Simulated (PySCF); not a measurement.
PySCF 2.14 output of an unrestricted B3LYP calculation on a single atom or ion in aug-cc-pVTZ-PP with ECP10MDF (6s5p4d2f, 55 functions), with scalar relativity through the core potential:

```
SCF conv_tol = 1e-09
number electrons alpha = 14  beta = 9
    P. J. Stephens, F. J. Devlin, C. F. Chabalowski, and M. J. Frisch.,  J. Phys. Chem. 98, 11623 (1994)
cycle= 1 E= -331.965866195678  delta_E= -0.00557  |g|= 0.0775  |ddm|= 0.548
cycle= 2 E= -331.966436121675  delta_E= -0.00057  |g|= 0.0519  |ddm|= 0.166
cycle= 3 E= -331.966940535819  delta_E= -0.000504  |g|= 0.00126  |ddm|= 0.0501
cycle= 4 E= -331.966941451029  delta_E= -9.15e-07  |g|= 0.00017  |ddm|= 0.017
cycle= 5 E= -331.966941483119  delta_E= -3.21e-08  |g|= 6.94e-06  |ddm|= 0.0034
cycle= 6 E= -331.966941483261  delta_E= -1.42e-10  |g|= 1.86e-07  |ddm|= 0.000342
converged SCF energy = -331.966941483261  <S^2> = 8.7506586  2S+1 = 6.0002195
```

The run itself started from symmetry-adapted Hartree-Fock orbitals and held the occupation by maximum overlap, on a logarithmic radial grid, so the iterations belong to that start.

Task: Which element, charge and spin multiplicity is this?

Result: As (arsenic, neutral), multiplicity 6; the state was [Ar] 3d10 4s1 4p3 5s1, high-spin 6S determinant (an excited configuration).

Energies and moments cover only the electrons outside the core potential. The outer electron is Rydberg-like, and this basis confines it to a smaller radius and binds it less than a complete one would.
